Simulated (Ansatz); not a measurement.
System: sum formula BN2H5, net charge 0, singlet state. 
Structure (B3LYP-D3(BJ)/def2-TZVP (Ansatz, a program for electronic structure) minimum search):
```
B
N 1 1.4120
H 2 1.0034 1 122.04
H 2 1.0060 3 113.52 1 -180.00
N 1 1.4120 2 122.86 3 -180.00
H 5 1.0034 1 122.04 2 -180.00
H 5 1.0060 6 113.52 1 -180.00
H 1 1.1954 2 118.57 3 0.00
```

Basis-set convergence of Hartree-Fock and CCSD correlation energies (hartree) with Ansatz. Cores are frozen in the correlated levels unless marked. Spin-orbit coupling is left out. Non-relativistic.

```csv
basis,functions,E(HF),"E(corr, CCSD)"
aug-cc-pVDZ,114,-136.60124,-0.48389
aug-cc-pVTZ,253,___,___
```

Some entries are withheld; supply them.


- aug-cc-pVTZ, E(HF): -136.63705
- aug-cc-pVTZ, E(corr, CCSD): -0.56918
